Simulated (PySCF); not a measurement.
**Electric field gradients and quadrupole coupling constants**

Species: C2H8O3Si2.
Geometry (GFN2-xTB, Å), atoms numbered from 1 in this order:
```
atom  x, y, z in Å
O1    -0.1468   -0.6011   -1.3359
C2     0.0943   -0.6431   -0.1450
C3    -0.9431   -0.6711    0.8992
Si4   -1.8128    1.0473    0.7725
O5    -2.1254    1.3094   -0.7875
O6     1.3398   -0.5684    0.3030
Si7    2.6174   -0.3798   -0.7431
H8    -1.6822   -1.4323    0.6612
H9    -0.5124   -0.8650    1.8748
H10   -0.9140    2.0697    1.3054
H11   -3.0853    0.9641    1.4768
H12   -1.6543    0.7790   -1.4408
H13    2.4601    0.8791   -1.4630
H14    3.6803   -0.3612    0.2515
H15    2.6798   -1.5185   -1.6509
```

Field gradients from the PBE0/pcSseg-1 density (PySCF, non-relativistic), principal values in atomic units, ordered |Vxx| ≤ |Vyy| ≤ |Vzz|:

```json
{"atom": "O1", "Vxx": "0.7045", "Vyy": "0.8121", "Vzz": "-1.5166"}
{"atom": "O5", "Vxx": "-0.3430", "Vyy": "-1.0666", "Vzz": "1.4096"}
{"atom": "O6", "Vxx": "-0.5721", "Vyy": "-0.7871", "Vzz": "1.3592"}
```

Problem. Find the asymmetry η = (Vxx − Vyy)/Vzz and the couplings χ = eQV/h (234.96 MHz × Q in barn × V in au), with Q(17O) = −0.0256 b.

Solution. 
| atom | environment | nucleus | η | χzz (MHz) | χxx (MHz) | χyy (MHz) |
| --- | --- | --- | --- | --- | --- | --- |
| O1 | carbonyl oxygen | 17O | 0.07 | 9.12 | -4.24 | -4.89 |
| O5 | silanol oxygen | 17O | 0.51 | -8.48 | 2.06 | 6.42 |
| O6 | oxygen singly bound to a carbonyl carbon | 17O | 0.16 | -8.18 | 3.44 | 4.73 |

The tensor is traceless: Vxx + Vyy + Vzz = 0.

Problem. What is Vzz at O1 in SI units (1 au = 9.71736 × 10²¹ V/m²)?

Solution. -1.5166 au = -14.738 × 10²¹ V/m².

Problem. And the gradient at the other heavy atoms, for which no coupling is worked out here?

Solution. 
| atom | environment | Vzz (au) | η |
| --- | --- | --- | --- |
| C2 | carbonyl carbon | 0.436 | 0.94 |
| C3 | sp3 carbon bound to silicon | 0.114 | 0.60 |
| Si4 | oxygen-bound silicon | 0.399 | 0.83 |
| Si7 | oxygen-bound silicon | 0.731 | 0.01 |

Problem. What couplings would deuterons (Q(2H) = 0.00286 b) have in place of the hydrogens, at this geometry?

Solution. 
| atom | bonded to | bond length (Å) | Vzz (au) | η | χzz (kHz) |
| --- | --- | --- | --- | --- | --- |
| H8 | C3 | 1.087 | 0.3164 | 0.05 | 213 |
| H9 | C3 | 1.084 | 0.3211 | 0.05 | 216 |
| H10 | Si4 | 1.462 | 0.1590 | 0.00 | 107 |
| H11 | Si4 | 1.457 | 0.1634 | 0.01 | 110 |
| H12 | O5 | 0.964 | 0.4489 | 0.07 | 302 |
| H13 | Si7 | 1.459 | 0.1621 | 0.05 | 109 |
| H14 | Si7 | 1.456 | 0.1644 | 0.02 | 110 |
| H15 | Si7 | 1.458 | 0.1631 | 0.05 | 110 |

Isolated species at its GFN2-xTB geometry (one conformer only). GFN2-xTB bond lengths can be off by several hundredths of an ångström, more for odd bonds, and the gradients follow them. These gradients aren't converged with respect to the basis.
